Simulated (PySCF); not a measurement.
System: silylphosphine, sum formula SiPH5, charge 0, multiplicity 1. SMILES: [SiH3]P
Geometry: optimised at B3LYP-D3(BJ)/def2-TZVP (Ansatz).

Dispersion corrections to the total energy (kcal/mol) from the dftd3 and dftd4 libraries through PySCF: D3(BJ) without and D4 with the three-body term, each with the damping fitted for the functional named.

```csv
functional,D3(BJ),D4
BHLYP,-4.62,-3.61
TPSS,-3.83,…
BLYP,-6.69,-6.13
B3LYP,-5.53,…
PBE,…,-2.77
LC-wPBE,-2.97,-3.11
revPBE,-7.38,-8.24
```

Q: What belongs in the gaps?

A: 
- TPSS, D4: -3.73
- B3LYP, D4: -4.52
- PBE, D3(BJ): -2.98
